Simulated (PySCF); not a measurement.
## Radial density of He (helium, neutral)

UHF, 1s2, closed-shell 1S. Calculation: PySCF 2.14, in dyall-acv3z (10s3p2d, 29 functions); the non-relativistic Hamiltonian (point nucleus).

```tsv
r (bohr)	4πr²ρ (e/bohr)
0.0155	0.01028
0.0262	0.02782
0.0440	0.07341
0.0740	0.1844
0.124	0.4284
0.209	0.8737
0.352	1.447
0.592	1.730
0.996	1.252
1.68	0.4162
2.82	0.03930
4.74	0.0004772
```
